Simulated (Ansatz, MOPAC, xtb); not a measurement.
Torsion B1–C2–C3–C4 in C3H7B (SMILES BCC=C); at each angle all else is relaxed with GFN2-xTB, and the levels are single points there.
Geometry at 240° (charge 0, multiplicity 1):
```xyz
11

B     -1.45974     0.88322     0.64567
C     -0.63963     0.05404    -0.40754
C      0.55833    -0.66865     0.11731
C      1.79528    -0.46638    -0.29716
H     -1.31113     0.71751     1.79310
H     -2.25471     1.65251     0.26675
H     -0.35600     0.65833    -1.27292
H     -1.35041    -0.69057    -0.79210
H      0.36044    -1.38703     0.90254
H      2.02334     0.24381    -1.07608
H      2.63421    -0.99685     0.12038
```

On the grid 0° to 330°, 180° is the highest and 240° the lowest point at MP2/CBS(cc-pVTZ, cc-pVQZ) + ΔCCSD(T)/cc-pVTZ.

Frozen-core correlation. The state that PM6 reach isn't checked.

Run with Ansatz (Gaussian basis) for Hartree–Fock, density functionals and correlated methods; MOPAC for PM6 (differences of heats of formation); xtb for the GFN methods. 

Question: What is the computed energy at 180° less that at 240° (SCS-MP2/cc-pVDZ)?

Answer: 9 kJ/mol

Question: What energy at 180° less that at 240° does PM6 give?

Answer: 3 kJ/mol

Question: Estimate the energy at 180° less that at 240° that GFN-FF returns for this input.

Answer: -1 kJ/mol

Ansatz is a first-principles code.
